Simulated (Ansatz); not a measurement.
Si(Br)2(Me)(NH2) (CH5Br2NSi), SMILES [Si](N)(Br)(C)Br. Atoms are numbered in the order given.

```xyz
10

C      1.3727     1.9146     0.0000
Si    -0.0872     0.7705     0.0000
N     -1.6216     1.5355     0.0000
Br     0.0533    -0.5005     1.8347
Br     0.0533    -0.5005    -1.8347
H      1.3407     2.5553    -0.8945
H      1.3407     2.5553     0.8945
H      2.3149     1.3482     0.0000
H     -2.1908     1.4920    -0.8381
H     -2.1908     1.4920     0.8381
```
Charge 0, spin multiplicity 1.

Coordinates come from a PBE0-D3(BJ)/def2-SVP optimisation. This is a generated structure with no PubChem entry under its InChIKey; it may be hypothetical. Other conformers were not sampled.

Two levels are set side by side: PBE-D3(BJ)/def2-SVP (Ansatz, a first-principles code) and PBE0-D3(BJ)/def2-SVP (Ansatz). Each level has its own optimised geometry; the coordinates shown are those of the second. Differences are taken from unrounded values.

| quantity | PBE0-D3(BJ) |
|---|---|
| mean bond length (Å) | 1.486 |
| bond C1–Si2 (Å) | 1.855 |
| bond Si2–N3 (Å) | 1.715 |
| bond Si2–Br4 (Å) | 2.236 |
| bond Si2–Br5 (Å) | 2.236 |
| bond C1–H6 (Å) | 1.101 |
| bond C1–H7 (Å) | 1.101 |
| bond C1–H8 (Å) | 1.099 |
| bond N3–H9 (Å) | 1.014 |
| bond N3–H10 (Å) | 1.014 |

**Question.** What does PBE-D3(BJ) give, and how far is it from PBE0-D3(BJ)? (The exact figures need the calculation; the answer reports its results.)

**Answer.** 
```tsv
quantity	PBE-D3(BJ)	PBE-D3(BJ) minus PBE0-D3(BJ)
mean bond length (Å)	1.498	0.013
bond C1–Si2 (Å)	1.867	0.012
bond Si2–N3 (Å)	1.733	0.019
bond Si2–Br4 (Å)	2.256	0.020
bond Si2–Br5 (Å)	2.256	0.020
bond C1–H6 (Å)	1.109	0.008
bond C1–H7 (Å)	1.109	0.008
bond C1–H8 (Å)	1.107	0.008
bond N3–H9 (Å)	1.024	0.010
bond N3–H10 (Å)	1.024	0.010
```

GGA bonds tend to be longer and softer than those of functionals with exact exchange. Differences between two approximate levels are no errors against the true value.
